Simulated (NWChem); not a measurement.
System: CH3Mg, doublet; SMILES [CH3][Mg]

Here is an NWChem input.

```
start job
memory heap 200 mb stack 700 mb global 900 mb
geometry units angstroms noautosym nocenter noautoz
  Mg     0.000000     0.000000    -0.951130
  C      0.000000     0.000000     1.179511
  H      0.729372     0.729372     1.571358
  H      0.266969    -0.996341     1.571358
  H     -0.996341     0.266969     1.571358
end
basis spherical
  * library def2-svp
end
dft
  odft
  mult 2
  xc xcamb88 1.00 lyp 0.81 vwn_5 0.19 hfexch 1.00
  cam 0.33 cam_alpha 0.19 cam_beta 0.46
  iterations 150
end
property
  efieldgrad
end
task dft property
```

In the optimisation the excess spin sits in a1 (C3v, its own frame). Geometry: optimised at PBE0/def2-SVP, spin-unrestricted. This spin state was assumed; another may lie lower. No stability test was run on the SCF state.

Vzz is the largest principal value of the second derivative of the potential at the nucleus (NWChem prints the opposite sign); η is the asymmetry. Non-relativistic.

Atoms are numbered as in the input.

Question: Give the results of this calculation. (CAM-B3LYP/def2-SVP, spin-unrestricted.) Quantities: Vzz Mg1 (a.u.); η Mg1.

Answer: 
```yaml
Vzz Mg1 (a.u.): -0.648
"η Mg1": 0.00
```
